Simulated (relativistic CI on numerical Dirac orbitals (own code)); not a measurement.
## Hyperfine structure of Cs³⁰⁺, mass number 133

Method of calculation: Dirac-Coulomb-Breit CI, KLI orbitals optimised for each configuration, model QED, unscaled Slater integrals (own radial code, finite nucleus).

Configuration list (outside the closed core [Ne]): 3s2 3p6 3d7, 3s2 3p5 3d8, 3s2 3p4 3d9, 3s 3p6 3d8, 3p6 3d9, 3s 3p5 3d9, 3s2 3p6 3d6 4s, 3s2 3p6 3d6 4p, 3s2 3p6 3d6 4d, 3s2 3p4 3d8 4s, 3s2 3p4 3d8 4p, 3s2 3p5 3d7 4s, 3s2 3p6 3d6 4f, 3s2 3p5 3d7 4p, 3s2 3p6 3d5 4s2, 3s 3p6 3d7 4s. Levels of other configurations are missing.

Nuclear spin I = 7/2, μ = 2.5778 μN, Q = -0.0034 b (tables of Stone and Pyykkö). The electronic factors are computed for point nuclear moments, without core polarisation or the Bohr-Weisskopf and QED corrections.

```json
{"Level": "3s2 3p6 3d7 4F_9/2", "E (cm⁻¹)": "0", "A (MHz)": "9551", "B (MHz)": "-24.8"}
{"Level": "3s2 3p6 3d7 4F_7/2", "E (cm⁻¹)": "108684", "A (MHz)": "10550", "B (MHz)": "-27"}
{"Level": "3s2 3p6 3d7 4P_5/2", "E (cm⁻¹)": "166474", "A (MHz)": "5078", "B (MHz)": "65.5"}
{"Level": "3s2 3p6 3d7 4P_1/2", "E (cm⁻¹)": "182767", "A (MHz)": "-4426", "B (MHz)": ""}
{"Level": "3s2 3p6 3d7 2H_11/2", "E (cm⁻¹)": "203136", "A (MHz)": "13410", "B (MHz)": "138"}
{"Level": "3s2 3p6 3d7 2G_7/2", "E (cm⁻¹)": "219554", "A (MHz)": "15330", "B (MHz)": "17.8"}
{"Level": "3s2 3p6 3d7 2F_5/2", "E (cm⁻¹)": "268647", "A (MHz)": "14690", "B (MHz)": "-22.6"}
{"Level": "3s2 3p6 3d7 2P_1/2", "E (cm⁻¹)": "310111", "A (MHz)": "-6824", "B (MHz)": ""}
```

Levels with J = 0, under 50 % of one LS term, or S terms without an open s electron are left out. Small factors come from cancelling terms and can be off by tens of per cent or more.

At this charge energies of transitions that change n are usually good to better than 1 %, and those within a shell (Δn = 0) to a few per cent. Terms inside the open d or f shell come out 10 to 20 % too wide with unscaled integrals.

**Question.** Give the hyperfine levels of 3s2 3p6 3d7 4F_9/2 relative to its centre of gravity.

**Answer.** With K = F(F + 1) − I(I + 1) − J(J + 1), E = AK/2 + B[¾K(K + 1) − I(I + 1)J(J + 1)]/[2I(2I − 1)J(2J − 1)]: F = 1: -183900, F = 2: -164800, F = 3: -136100, F = 4: -97900, F = 5: -50140, F = 6: 7170, F = 7: 74020, F = 8: 150400 MHz.

LS names give the leading component of a level, which can be under half, so a name can repeat, a term be missing and a line seem to break the LS rules.
